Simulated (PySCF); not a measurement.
BI₃, SMILES I[B-](I)I, charge -1, multiplicity 2.

Coordinates come from a r2SCAN-D4/def2-SVPD optimisation. The def2 effective core potentials stand for the cores of I; spin–orbit coupling is left out.

Level of theory: PySCF with PBE/def2-SVPD.

 A positive occupied level means that this level leaves the electron formally unbound; only the finite basis holds it.

| Quantity | Value |
|---|---|
| total energy | -917.98683 hartree |
| point group | C3v |
| α spin, highest occupied and lowest empty level | 0.28 and 2.09 eV |
| β spin, highest occupied and lowest empty level | -1.81 and 1.76 eV |
| dipole moment about the centre of nuclear charge | 0.114 e·Å |
| mean static polarisability | 165.8 bohr³ (24.58 Å³) |
| polarisability, principal values | 119.3, 189.1, 189.1 bohr³ |
| ⟨S²⟩ | 0.753 (pure state 0.75) |
